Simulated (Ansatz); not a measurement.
Program: Ansatz. Geometries: PBE0-D4/def2-TZVP. ΔE: electronic, gas phase. CCSD(T)/CBS is the MP2 limit (def2-TZVPP, def2-QZVPP) plus CCSD(T) − MP2 in def2-TZVPP, frozen cores. This one scheme is used for every species. Functionals use def2-TZVPP. B3LYP here is the variant with VWN-RPA as its local correlation; programs differ in this. One conformer a species, not always the lowest.

Consider the hydrogenolysis of a B–O bond: `COB(F)OC` + H₂ → `COBF` + CH₃OH.

CCSD(T)/CBS gives +104.9 kJ/mol.

Question: Another level gave +111.8 kJ/mol. Which?
A. LC-ωPBE/def2-TZVPP
B. BLYP/def2-TZVPP
C. r2SCAN-D4/def2-TZVPP
D. B3LYP-D4/def2-TZVPP

Answer: C. r2SCAN-D4 111.8, B3LYP-D4 106.9, LC-ωPBE 98.9, BLYP 93.9 kJ/mol.

Largest T1 diagnostic among the species: 0.013.

In def2-TZVPP, CCSD(T) changes the Hartree–Fock value by +7.0 kJ/mol (the triples alone add +2.4 kJ/mol) and MP2 by +9.6 kJ/mol. Leaving LDA and LC-ωPBE aside and taking each functional with its dispersion term where it has one, the values, not all of them listed here, spread over 10.5 kJ/mol, from PBE-D4 to r2SCAN-D4. LDA lies +17.0 kJ/mol from PBE without D4. From BLYP to BHLYP (50 % exact exchange), in def2-TZVPP and without D4, ΔE moves by +8.0 kJ/mol.
